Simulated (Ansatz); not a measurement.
The first iterations of a band of CH₃BFN (7 atoms, charge 0, multiplicity 1).

These are results of UKS CAM-B3LYP/cc-pVDZ (Ansatz), not measurements.

```json
{
  "movable images": "9",
  "climbing image": "yes",
  "spring": "5.0 eV/Å²",
  "optimiser": "quadratic models (default)",
  "start path": "through a guess of the saddle point",
  "force threshold": "0.05 eV/Å",
  "iteration limit": "60",
  "end points": "relaxed"
}
```

Image 0:

```xyz
7
Properties=species:S:1:pos:R:3
F -1.047 -1.919 0.560
B -0.438 -0.802 0.190
C 0.405 0.469 0.450
N -0.170 0.000 -0.856
H 1.499 0.436 0.536
H -0.036 1.384 0.870
H -0.151 0.365 -1.796
```

Image 10:

```xyz
7
Properties=species:S:1:pos:R:3
F -1.062 -1.923 0.411
B -0.385 -0.782 0.453
C 0.321 0.331 0.839
N 0.064 0.233 -0.672
H -0.589 0.892 -1.102
H 0.858 1.137 1.317
H 0.854 0.044 -1.292
```

| iteration | highest image above the first end (eV) | largest band force component (eV/Å) |
| --- | --- | --- |
| 1 | 9.862 | 55.504 |
| 2 | 4.380 | 5.823 |
| 3 | 3.446 | 4.386 |
| 4 | 3.190 | 1.718 |
| 5 | 3.046 | 1.304 |
| 6 | 3.094 | 0.747 |
| 7 | 3.111 | 4.698 |

Does the band converge within its limit, and where does its top end?

It converged. It ended after 23 iterations with the highest image 3.008 eV above the first end. The profile has 2 maxima (images 5, 9) with wells between them (image 7): this band takes more than one step, which may be the mechanism or a detour left from its start path. A vibrational analysis at the climbing image gives one clearly imaginary mode, 1341i cm⁻¹: a first-order saddle point. The orbitals stay closed-shell, which can raise the energy where a bond breaks towards radicals; this wasn't checked here.

Time of the run: 4.2 min on 2 threads of Intel(R) Xeon(R) 6975P-C (Granite Rapids) (shared host), peak memory 0.22 GiB.
